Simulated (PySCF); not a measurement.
A PySCF script (with the pyscf-properties extension) for the NMR shieldings of `CN[Si@@H]1CC[C@H](C)[SiH2]1`, C$_{5}$H$_{15}$NSi$_{2}$, on a GFN2-xTB geometry:

```python
import basis_set_exchange as bse
import numpy as np
from pyscf import gto, dft
from pyscf.prop import nmr

atoms = """
C    -3.419268   -0.087828    0.443052
N    -2.364533    0.337311   -0.444315
Si   -0.997319    1.226028    0.116036
C     0.264219    1.280048   -1.317493
C     1.220042    0.094726   -1.181468
C     1.811127   -0.014493    0.228559
C     2.753120   -1.208031    0.333021
Si    0.352671   -0.053334    1.479738
H    -4.148970    0.705067    0.643962
H    -3.948379   -0.943124    0.018632
H    -2.975165   -0.386151    1.391028
H    -2.720557    0.544611   -1.366490
H    -1.322479    2.608869    0.538228
H     0.836708    2.206085   -1.253888
H    -0.197432    1.265613   -2.304453
H     0.679700   -0.828525   -1.410535
H     2.029781    0.183685   -1.914481
H     2.397908    0.894396    0.412815
H     3.564559   -1.132699   -0.391709
H     2.215129   -2.134953    0.142972
H     3.188997   -1.267083    1.328086
H    -0.026315   -1.450220    1.746890
H     0.801706    0.483731    2.771892
"""
names = dict.fromkeys(["C", "N", "Si", "H"], "pcSseg-1")
basis = {el: gto.basis.parse(bse.get_basis(n, elements=[el], fmt="nwchem")) for el, n in names.items()}
mol = gto.M(atom=atoms, basis=basis, charge=0, verbose=0)
mf = dft.RKS(mol, xc="PBE0")
mf.grids.level = 2
mf.grids.alignment = dft.numint.BLKSIZE   # the property module wants whole blocks of grid points
mf.conv_tol = 1e-9
mf.kernel()

calc = nmr.RKS(mf)   # GIAO
C = mf.mo_coeff
Co = C[:, mf.mo_occ > 0]
resp = mf.gen_response(singlet=True, hermi=2)
def vind(x):   # induced exchange potential for any number of trial vectors
    d = np.einsum("pi,xij,qj->xpq", C, 2 * x.reshape(-1, C.shape[1], Co.shape[1]), Co, optimize=True)
    return np.einsum("xpq,pi,qj->xij", resp(d - d.transpose(0, 2, 1)), C, Co, optimize=True).ravel()
mo1, _ = nmr.rhf.solve_mo1(calc, with_cphf=vind)
sigma = calc.kernel(mo1)
for i, s in enumerate(sigma):   # ppm
    print("%2d %-2s %9.2f" % (i, mol.atom_pure_symbol(i), np.trace(s) / 3))
```

**Question.** Give the expected output.

**Answer.** 
```
 0 C     152.70
 1 N     254.21
 2 Si    357.02
 3 C     165.60
 4 C     148.72
 5 C     158.66
 6 C     164.80
 7 Si    415.96
 8 H      28.82
 9 H      28.73
10 H      29.37
11 H      32.12
12 H      26.32
13 H      30.94
14 H      30.55
15 H      30.29
16 H      29.59
17 H      30.71
18 H      30.18
19 H      30.64
20 H      30.10
21 H      28.25
22 H      28.03
```

These numbers come from an equivalent density-fitted implementation of the same equations, which agrees with the script to about 0.01 ppm for H and up to a few tenths of a ppm for heavy atoms, so last digits may differ.

**Question.** Turn these shieldings into chemical shifts. Referencing at the same level of theory: TMS for 13C (σref 186.93), 29Si (σref 349.16), 1H (σref 31.72); 15N (σref 267.73) vs NH3.

**Answer.** Averaging equivalent atoms: C 4: 38.2; C 0: 34.2; C 5: 28.3; C 6: 22.1; C 3: 21.3; N 1: 13.5; Si 2: -7.9; Si 7: -66.8; H 12: 5.40; H 22: 3.69; H 21: 3.46; H 8/9/10: 2.74; H 16: 2.13; H 15: 1.43; H 18/19/20: 1.41; H 14: 1.17; H 17: 1.01; H 13: 0.77; H 11: -0.40 ppm. Experimental scales use liquid or dissolved standards, which lie at an offset from isolated NH3 (liquid NH3: subtract about 20 ppm).

Size and cost of the density-fitted run: 225 basis functions, 83 s wall time on 1 thread of an Arm Neoverse N1, shared host; peak memory 0.95 GiB.
